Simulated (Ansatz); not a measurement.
# A geometry optimisation of H7OSi3+ with B3LYP-D3(BJ)/def2-SVP

The starting geometry of this gas-phase singlet was optimised with GFN2-xTB; its bonds are those of `[SiH2+][SiH2]O[SiH3]`.

```yaml
atoms:
  - { symbol: O, position_ang: [-0.6023, 0.9165, -0.1971] }
  - { symbol: Si, position_ang: [-0.2701, -1.8101, -1.4255] }
  - { symbol: Si, position_ang: [0.7235, 0.0340, -0.2914] }
  - { symbol: Si, position_ang: [-1.6087, 2.2156, 0.1488] }
  - { symbol: H, position_ang: [-1.0190, -2.9436, -0.8566] }
  - { symbol: H, position_ang: [-0.5707, -1.9533, -2.8603] }
  - { symbol: H, position_ang: [1.7283, 0.6459, -1.1616] }
  - { symbol: H, position_ang: [1.1742, -0.4058, 1.0295] }
  - { symbol: H, position_ang: [-2.8946, 1.6503, -0.2406] }
  - { symbol: H, position_ang: [-1.1093, 3.2768, -0.7121] }
  - { symbol: H, position_ang: [-1.4269, 2.4368, 1.5749] }
```

Task: Predict what it relaxes into with B3LYP-D3(BJ)/def2-SVP.

Result: It rearranges to `[SiH3][O+]1[SiH2][SiH2]1`. Distances that change by over a tenth: O1–Si3 (1.60 → 1.82 Å). Contacts that close: O1–Si2 (3.01 → 1.82 Å).

The energy falls by 1.04 eV over 15 steps:

| step | E − E(last) (eV) |
| --- | --- |
| 1 | 1.039 |
| 3 | 0.803 |
| 4 | 0.773 |
| 6 | 0.566 |
| 7 | 0.368 |
| 9 | 0.115 |
| 10 | 0.011 |
| 12 | 0.000 |
| 13 | 0.000 |
| 15 | 0.000 |

Final geometry (Å):

```yaml
atoms:
  - { symbol: O, position_ang: [-0.5575, 0.4008, -0.4420] }
  - { symbol: Si, position_ang: [-0.5546, -1.2392, -1.2354] }
  - { symbol: Si, position_ang: [1.1693, -0.1602, -0.2647] }
  - { symbol: Si, position_ang: [-1.6298, 1.7655, -0.0679] }
  - { symbol: H, position_ang: [-1.4286, -2.1510, -0.4686] }
  - { symbol: H, position_ang: [-0.8529, -1.0866, -2.6745] }
  - { symbol: H, position_ang: [2.0537, 0.7391, -1.0347] }
  - { symbol: H, position_ang: [1.4780, -0.3253, 1.1709] }
  - { symbol: H, position_ang: [-2.9691, 1.2318, -0.3962] }
  - { symbol: H, position_ang: [-1.1790, 2.8637, -0.9494] }
  - { symbol: H, position_ang: [-1.4051, 2.0243, 1.3705] }
```

Frequencies at the end are all real (lowest 6 cm⁻¹). Run with Ansatz 0.2.0, 28 s on 2 threads of Arm Neoverse V2 (shared host).
